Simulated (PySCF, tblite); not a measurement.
Isomers of C6H13FSi, one GFN2-xTB conformer each. Single-point energies are computed at PBE0/pcSseg-1 (PySCF, gas phase, no added dispersion term), electronic only.

Problem. Rank them by PBE0/pcSseg-1 energy, lowest first (kJ/mol).
A. `[CH3:1][C@@H:2]([F:3])[C@H:4]1[CH2:5][CH2:6][Si@@H:7]1[CH3:8]` with C1–C2–C4–C5 73°, C2–C4–C5–C6 135°, C4–C5–C6–Si7 -13°, C5–C6–Si7–C8 124°, C2–C4–Si7–C6 -129°
B. `[F:1][CH2:2][C@H:3]1[CH2:4][CH2:5][CH2:6][SiH2:7][CH2:8]1` with F1–C2–C3–C4 -60°, C2–C3–C4–C5 -168°, C3–C4–C5–C6 -70°, C4–C5–C6–Si7 57°, C5–C6–Si7–C8 -43°

Solution. B (0.0), A (37.7).

As drawn, the higher has a four-membered ring, which the lower lacks. GFN2-xTB itself gives, in the same order: 0.0, 81.6. Both levels put the same isomer lowest.

Problem. Which frontier levels, dipoles and rotational constants go with these structures?

Solution. 
```csv
SMILES,"HOMO (eV, PBE0/pcSseg-1)",LUMO (eV),dipole (D),"A, B, C (MHz)"
FC[C@H]1CCC[SiH2]C1,-7.87,1.16,1.50,"2813, 1115, 905.4"
C[C@@H](F)[C@H]1CC[Si@@H]1C,-7.55,0.92,1.62,"2453, 1167, 877.2"
```

Problem. What happens when harmonic zero-point energies from GFN2-xTB frequencies are added?

Solution. 
| SMILES | ZPE (kJ/mol) | electronic (kJ/mol) | with ZPE (kJ/mol) |
| --- | --- | --- | --- |
| FC[C@H]1CCC[SiH2]C1 | 460.6 | 0.0 | 0.0 |
| C[C@@H](F)[C@H]1CC[Si@@H]1C | 458.0 | 37.7 | 35.0 |

The zero-point energies span 2.6 kJ/mol. The order is unchanged.

Problem. As an exercise, what shares would exp(−E/RT) give at 2000 K from these electronic energies alone (no entropy, no degeneracies)?

Solution. RT = 16.629 kJ/mol: FC[C@H]1CCC[SiH2]C1 90.6 %, C[C@@H](F)[C@H]1CC[Si@@H]1C 9.4 %.
